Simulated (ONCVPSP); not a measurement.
**Before and after: ONCV potential for oxygen**

ONCVPSP 4.0.1 input, shortened (lines: element, Z, core and valence counts, functional; n l f; lmax; l rc ep ncon nbas qcut; lloc lpopt rc5 dvloc0; l nproj debl; icmod fcfact rcfact), PBEsol, scalar-relativistic:

```
  O 8.00    1    2  -116133      upf
    1    0    2.00
    2    0    2.00
    2    1    3.75
    2
    0    0.60    0.00    5    9   10.10
    1    1.80    0.00    3    7    9.70
    2    1.90    0.42    3    7    5.10
    4    1    0.40    0.00
    0    2    0.40
    1    2    1.20
    2    1    3.10
    0    0.00    0.00
```

In the s channel the program set the typed energies aside and used -1.007, 0.250 Ha.

Change: p: rc 2.06.

Cutoffs: the cutoffs (Ha) at which the residual kinetic energy of the hardest occupied pseudo-wave falls to 1 and 0.1 mHa per electron; they do not see the model core or the augmentation charge, which bear on the density cutoff. Errors are all-electron minus pseudo energies relative to the spin-unpolarised reference configuration.

**Question.** Predict the effect on cutoff, ghosts and configuration errors.

**Answer.** The potential gets neither clearly harder nor softer (549 Ha and 645 Ha → 549 Ha and 645 Ha); both files keep a bound ghost (s); of the 4 tests that both files solve, the error grows in 4 and shrinks in 0 by more than 15 % and 0.3 meV (median size 15.3 → 26.2 meV). More of the atom is replaced by a form fitted at one configuration, so other configurations suffer.

```tsv
quantity	base	changed
cutoff, loose	549 Ha	549 Ha
cutoff, tight	645 Ha	645 Ha
loose cutoff by channel	s 549 Ha, p 26 Ha	s 549 Ha, p 22 Ha
bound ghosts	s	s
GHOST(+) flags under 300 eV	d at 23.5 eV	d at 23.5 eV
error for 2s2 2p4, meV [ΔE -2.67 eV]	+1.6	+2.7
error for 2s2 2p3, meV [ΔE 13.68 eV]	+29	+49
error for 2s2 2p2, meV [ΔE 47.16 eV]	+291	+471
error for 2s2 2p3.5, meV [ΔE 3.58 eV]	+2.0	+3.7
s: phases at 0.61 bohr within 0.05 rad from the reference energy up to (Ha; the scan ends near 5)	to the end of the scan	to the end of the scan
d: phases at 1.92 bohr within 0.05 rad from the reference energy up to (Ha; the scan ends near 5)	3.3	3.3
```

 A true bound ghost makes a file unfit for plane-wave use even where its test errors are small: the radial tests pick states by their node count and pass the ghost by.
